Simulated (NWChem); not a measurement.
Species: C₄H₄F₂; SMILES FC1=C(F)CC1

```xyz
10

F      1.6050     0.0000     1.1210
C      0.6681     0.0000     0.1965
C     -0.6681     0.0000     0.1965
F     -1.6050     0.0000     1.1210
C     -0.7820     0.0000    -1.2970
C      0.7820     0.0000    -1.2970
H     -1.2357     0.8992    -1.7431
H     -1.2357    -0.8992    -1.7431
H      1.2357    -0.8992    -1.7431
H      1.2357     0.8992    -1.7431
```
Atoms are numbered in this order, from 1.

Results from NWChem. Medium grid unless said otherwise, to which SCAN and Minnesota functionals are sensitive. The geometry was optimised at PBE0/def2-SVP.

Q: Order these by “highest occupied level (eV)”, lowest first: KT2/def2-SVP; MN15/def2-SVP; MPW1K/def2-SVP; CAM-B3LYP/def2-SVP; B3LYP/def2-SVP.

A: CAM-B3LYP/def2-SVP (-8.19), MPW1K/def2-SVP (-7.90), MN15/def2-SVP (-7.61), B3LYP/def2-SVP (-6.64), KT2/def2-SVP (-5.62)
